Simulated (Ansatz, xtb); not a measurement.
Reaction (SMILES): C1=CCSC1 + 6 [H][H] (H2) → 4 C (CH4) + S (H2S)
Geometries: B3LYP-D3(BJ)/def2-TZVP minima from Ansatz (a program for electronic structure), one conformer each, not searched for the lowest.

Quantity: energy of full hydrogenation (electronic energy difference), in eV. Valence correlation only, unless marked. Spin-orbit coupling is left out. Non-relativistic. CBS marks a two-point X^-3 extrapolation of the correlation energy; Hartree-Fock from the larger set. The bracket is a focal-point correction in the basis named.

```csv
level,program,energy of full hydrogenation (eV)
GFN2-xTB,xtb,-6.12
r2SCAN/def2-TZVPD,Ansatz,-5.29
r2SCAN0-D4/def2-TZVPD,Ansatz + dftd4,-5.48
HSE06-D4/def2-TZVPD,Ansatz + dftd4,-5.38
"RI-MP2/CBS(aug-cc-pV(T+d)Z,aug-cc-pV(Q+d)Z)+[CCSD(T)-MP2]/aug-cc-pV(T+d)Z",Ansatz,…
```

Problem. Some entries are withheld; supply them.

Solution. 
- RI-MP2/CBS(aug-cc-pV(T+d)Z,aug-cc-pV(Q+d)Z)+[CCSD(T)-MP2]/aug-cc-pV(T+d)Z, energy of full hydrogenation (eV): -5.19
